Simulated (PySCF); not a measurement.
Spectra and structures to be paired. The calculation used PySCF 2.14.0, density-fitted response routines, TDDFT CAM-B3LYP/def2-SVPD, vertical, gas phase, core orbitals frozen in the response. Geometries: PBE0-D3(BJ)/def2-SVP; one conformer of each isolated species. Triplets are in the Tamm–Dancoff approximation. Atoms past krypton carry core potentials; spin–orbit coupling is left out.

A. `[H][Ge]([H])([H])[OH]`
B. `[SiH3]P([SiH3])[SiH3]`
C. `F[SiH]1N[SiH2]N[SiH2]N1`
D. `[N]#[W]([OH])([OH])[OH]`
E. `N[SiH2]S`

Lowest singlet levels (six at most, fewer where fewer were computed) with oscillator strengths:

1. 6.16 eV (f 0.013); 6.52 eV (f 0.031); 6.63 eV (f 0.043); 7.10 eV (f 0.005); 7.32 eV (f 0.055); 7.56 eV (f 0.036); T1 5.73 eV
2. 6.79 eV (f 0.008); 7.81 eV (f 0.028); 7.93 eV (f 0.053); 8.63 eV (f 0.071); 8.69 eV (f 0.071); 8.69 eV (f 0.003); T1 6.36 eV
3. 6.17 eV (f 0.044); 6.25 eV (f 0.017 summed over 2 states); 6.44 eV (f 0.098 summed over 2 states); 7.05 eV (f 0.003); 7.50 eV (f 0.000); 7.53 eV (f 0.032 summed over 2 states) [of 10 roots; the last level is left out, as the window may have cut its degenerate partner]; T1 5.52 eV
4. 5.42 eV (f 0.000); 5.57 eV (f 0.000 summed over 2 states); 5.73 eV (f 0.004 summed over 2 states); 5.97 eV (f 0.014); 6.73 eV (f 0.000); 6.84 eV (f 0.012 summed over 2 states) [of 10 roots; the last level is left out, as the window may have cut its degenerate partner]; T1 4.73 eV
5. 6.55 eV (f 0.007); 6.79 eV (f 0.001); 6.87 eV (f 0.008); 6.96 eV (f 0.002); 7.34 eV (f 0.002); 7.41 eV (f 0.058); T1 6.21 eV

Question: Match each spectrum to its molecule.

Answer: 1 = E, 2 = A, 3 = B, 4 = D, 5 = C.
- A: S1 at 6.79 eV, HOMO→LUMO (93%); Löwdin shares by element: HOMO oxygen 54%, hydrogen 23% or more, germanium 20%; LUMO germanium 38%, oxygen 27%, hydrogen 21% or more; HOMO -9.95 and LUMO 0.60 eV; point group Cs.
- B: S1 at 6.17 eV, HOMO→LUMO (97%); Löwdin shares by element: HOMO phosphorus 62%, silicon 27%; LUMO silicon 44%, phosphorus 16% (atoms not listed hold the other 39%); HOMO -8.53 and LUMO 0.73 eV; point group C3v, 1 of its 9 listed states under f = 0.0005.
- C: S1 at 6.55 eV, HOMO→LUMO (67%), HOMO→LUMO+1 (16%), HOMO-2→LUMO (10%); Löwdin shares by element: HOMO nitrogen 30% or more, silicon 22% or more, hydrogen 9% or more (atoms not listed hold the other 38%); LUMO silicon 46% or more, hydrogen 13% or more, nitrogen 9% or more (atoms not listed hold the other 32%); HOMO -8.96 and LUMO 0.86 eV.
- D: S1 at 5.42 eV, HOMO-2/HOMO-1→LUMO/LUMO+1 (≥86%); for S1 the Löwdin share of tungsten is 32% in HOMO-1 and 60% in LUMO+1; HOMO -9.86 and LUMO 0.01 eV; point group C3v, 4 of its 9 listed states under f = 0.0005.
- E: S1 at 6.16 eV, HOMO→LUMO (37%), HOMO→LUMO+2 (27%), HOMO→LUMO+1 (16%); Löwdin shares by element: HOMO sulfur 65%, nitrogen 12%, silicon 10%, hydrogen 5% or more; LUMO silicon 31%, sulfur 23%, nitrogen 11%, hydrogen 11% or more (atoms not listed hold the other 24%); HOMO -8.66 and LUMO 0.92 eV.
B and E have S1 within 0.02 eV of each other; their strongest listed levels stand at 6.44 eV (f 0.098) and 7.32 eV (f 0.055).

A slash joins orbitals within 0.01 eV of each other, whose weights are summed (≥ marks a lower bound).
